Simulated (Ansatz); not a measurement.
Species: Br3Ga, SMILES `[Br][Ga]([Br])[Br]` (charge 0, multiplicity 1).

Q: Give a relaxed geometry from B3LYP-D3(BJ)/def2-TZVP (Ansatz, a quantum-chemistry and plane-wave program).

A: the end point of this relaxation (outside a Z-matrix the atoms follow the SMILES, hydrogens last).
Z-matrix (Å, degrees):
```
Ga
Br 1 2.2783
Br 1 2.2784 2 120.01
Br 1 2.2784 2 120.00 3 -179.99
```
